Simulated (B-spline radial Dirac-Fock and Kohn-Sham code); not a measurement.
Core-level shifts of hafnium with charge state

Model: Dirac-Fock ΔSCF + Breit + QED. Program: a radial atomic solver. Each ion is free and in its tabulated ground configuration. The model has no electron correlation.

Reference: Hf⁴⁶⁺, [Ar] 3d8, with K 67898.3 eV, L2 13244.1 eV, L3 12056.7 eV, M1 4896.6 eV, M2 4672.3 eV, Kα1 (K-L3) 55841.6 eV, Kβ1 (K-M3) 63502.7 eV, Lℓ (L3-M1) 7160.1 eV. Shifts from it, in eV (a dash: the subshell is empty, belongs to an open shell averaged over j, or its hole state is left out as unreliable):

| ion | configuration | K | L2 | L3 | M1 | M2 | Kα1 | Kβ1 | Lℓ |
| --- | --- | --- | --- | --- | --- | --- | --- | --- | --- |
| Hf⁴⁷⁺ | [Ar] 3d7 | +161.6 | +157.7 | +156.3 | +116.7 | +118.5 | +5.25 | +46.58 | +39.66 |
| Hf⁴⁸⁺ | [Ar] 3d6 | ? | ? | ? | ? | ? | ? | ? | ? |
| Hf⁴⁹⁺ | [Ar] 3d5 | +492.0 | +479.7 | +475.3 | +353.5 | +359.5 | +16.69 | +143.21 | +121.75 |
| Hf⁵⁰⁺ | [Ar] 3d4 | +660.8 | +643.9 | +637.9 | +473.8 | +481.9 | +22.88 | +193.28 | +164.16 |
| Hf⁵¹⁺ | [Ar] 3d3 | +832.0 | +810.3 | +802.7 | +595.2 | +605.6 | +29.39 | +244.51 | +207.49 |
| Hf⁵²⁺ | [Ar] 3d2 | +1005.7 | +978.9 | +969.5 | +717.7 | +730.6 | +36.24 | +296.91 | +251.73 |
| Hf⁵³⁺ | [Ar] 3d1 | +1181.8 | +1149.5 | +1138.4 | +841.5 | +856.9 | +43.43 | +350.48 | +296.87 |

Task: Give the missing shifts for Hf⁴⁸⁺.

Result: K +325.6, L2 +317.6, L3 +314.8, M1 +234.5, M2 +238.4, Kα1 +10.81, Kβ1 +94.31, Lℓ +80.25 (eV).

Over this range K (1s) moves by +1181.8 eV and Kα1 by +43.4 eV: a line is a difference of two levels that shift in the same direction.

Values without a named source are computed, but for edge energies of neutral atoms, which are taken from tables.
